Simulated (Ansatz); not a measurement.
Isomers of Sn$_{6}$S$_{12}$ (singlet), relaxed with PBE-D4/def2-SVP; total energies from Ansatz at PBE0-D4/def2-TZVP.

```json
{"isomer": "A", "description": "point group not assigned; 24 × S–Sn 2.26 to 2.89 Å; 4 × S–S 2.08 to 2.13 Å", "energy (Eh)": "-6063.35555"}
{"isomer": "B", "description": "point group not assigned; 19 × S–Sn 2.54 to 2.92 Å; 6 × S–S 2.03 to 2.20 Å; 1 × Sn–Sn 3.18 Å", "energy (Eh)": "-6063.29303"}
{"isomer": "C", "description": "point group not assigned; 18 × S–Sn 2.46 to 2.87 Å; 6 × S–S 2.05 to 2.16 Å", "energy (Eh)": "-6063.29443"}
{"isomer": "D", "description": "point group not assigned; 21 × S–Sn 2.49 to 2.79 Å; 5 × S–S 2.07 to 2.12 Å", "energy (Eh)": "-6063.39343"}
```

In the def2 sets Sn takes a core potential; there is no spin–orbit coupling. Single mean-field runs in def2-TZVP are fitted with def2-universal-jkfit.

The isomers come from a short search, and lower ones may exist.

Problem. Work out the relative energies (1 Eh = 2625.5 kJ/mol) and the Boltzmann populations at 1200 K from electronic energies alone (R = 8.314 J/mol/K).

Solution. ΔE: A 99.5, B 263.6, C 259.9, D 0.0 kJ/mol. RT = 9.98 kJ/mol. Factors exp(−ΔE/RT): A 4.68e-05, B 3.38e-12, C 4.9e-12, D 1; sum 1.000. Populations: A 0.0 %, B 0.0 %, C 0.0 %, D 100.0 %. Zero-point energy, vibrational entropy and symmetry numbers are left out and can shift these; an error of 4 kJ/mol changes a ratio by a factor of 1.5. Over the other density-functional and correlated levels in def2 sets, the gap between D and A ranges from 65 to 115 kJ/mol.
